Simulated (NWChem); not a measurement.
System meant: CF₂, triplet; SMILES F[C]F

Here is an NWChem input.

```
start job
memory heap 200 mb stack 900 mb global 1100 mb
geometry units angstroms noautoz
  F      1.147626     0.000000    -0.164026
  C      0.000000     0.000000     0.497241
  F     -1.147626     0.000000    -0.164026
end
basis spherical
  * library def2-svp
end
dft
  odft
  mult 4
  xc pbe0
  iterations 150
  mulliken
end
task dft energy
```

End of the output:

```
 Summary of "ao basis" -> "" (spherical)
 ------------------------------------------------------------------------------
       Tag                 Description            Shells   Functions and Types
 ---------------- ------------------------------  ------  ---------------------
 *                          def2-svp                  on all atoms

                                 NWChem DFT Module
                                 -----------------

 Summary of "ao basis" -> "ao basis" (spherical)
 ------------------------------------------------------------------------------
       Tag                 Description            Shells   Functions and Types
 ---------------- ------------------------------  ------  ---------------------
 F                          def2-svp                 6       14   3s2p1d
 C                          def2-svp                 6       14   3s2p1d

 Summary of "ao basis" -> "ao basis" (spherical)
 ------------------------------------------------------------------------------
       Tag                 Description            Shells   Functions and Types
 ---------------- ------------------------------  ------  ---------------------
 F                          def2-svp                 6       14   3s2p1d
 C                          def2-svp                 6       14   3s2p1d

      Symmetry analysis of basis
      --------------------------

        a1         17
        a2          5
        b1         13
        b2          7

  number of electrons :                   24
  multiplicity        :                    4
 ------------------------------------------------------------------------
  no. of electrons and multiplicity not compatible                  24
 ------------------------------------------------------------------------
 ------------------------------------------------------------------------
  current input line :
    18: task dft energy
 ------------------------------------------------------------------------
 ------------------------------------------------------------------------
 There is an error in the input file
 ------------------------------------------------------------------------
 For more information see the NWChem manual at https://nwchemgit.github.io

0: no. of electrons and multiplicity not compatible:Received an Error in Communication
```

Q: Can this run be used? If not, why, and what is the fix?

A: The program refused the input. Cause: the multiplicity doesn't fit the number of electrons (an even count wants an odd multiplicity, and the reverse). This input runs:
```
start job
memory heap 200 mb stack 900 mb global 1100 mb
geometry units angstroms noautoz
  F      1.147626     0.000000    -0.164026
  C      0.000000     0.000000     0.497241
  F     -1.147626     0.000000    -0.164026
end
basis spherical
  * library def2-svp
end
dft
  odft
  mult 3
  xc pbe0
  iterations 150
  mulliken
end
task dft energy
```
It converges to -237.20257 Ha (PBE0/def2-SVP, spin-unrestricted).
